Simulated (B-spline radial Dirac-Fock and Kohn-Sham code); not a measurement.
## The M4-N45N45 Auger spectrum of Pm³⁺

System: the Pm³⁺ ion, configuration 1s2 2s2 2p6 3s2 3p6 3d10 4s2 4p6 4d10 4f3 5s2 5p6 5d1 (an excited configuration).

Calculated with an atomic code on a B-spline grid, using Dirac-Fock energy differences between relaxed states, corrected for Breit and QED terms. The two-hole levels come from diagonalising the Coulomb interaction among the jj configurations; intensities are independent-particle Coulomb rates. Kinetic energies are from the vacuum level. Correlation and solid-state effects are left out. Open outer shells are spectators and are not coupled to the holes.

```
kinetic energy (eV)  J  leading jj holes (weight)  leading LS term (weight)
              717.7  0                N4N4 (0.83)                ¹S0 (0.80)
              725.1  2                N4N4 (0.87)                ¹D2 (0.49)
              726.9  4                N4N5 (0.94)                ¹G4 (0.95)
              727.7  1                N4N5 (1.00)                ³P1 (1.00)
              729.0  0                N5N5 (0.83)                ³P0 (0.80)
              729.1  2                N4N5 (0.84)                ³P2 (0.52)
              731.3  3                N4N5 (1.00)                ³F3 (1.00)
              732.9  2                N5N5 (0.95)                ¹D2 (0.49)
              735.3  4                N5N5 (0.94)                ³F4 (0.95)
```

The intensity is shared as follows: 726.9 eV 28.8 %, 725.1 eV 25.1 %, 731.3 eV 14.7 %, 729.1 eV 12.8 %, 727.7 eV 8.9 %, 717.7 eV 7.4 %, 732.9 eV 0.9 %, 735.3 eV 0.8 %, 729.0 eV 0.6 %.

The strongest line, by its leading LS label ¹G4, lies at 726.9 eV. The mean weight of the leading component is 0.91 in jj and 0.78 in LS coupling, so jj labels describe these levels better.
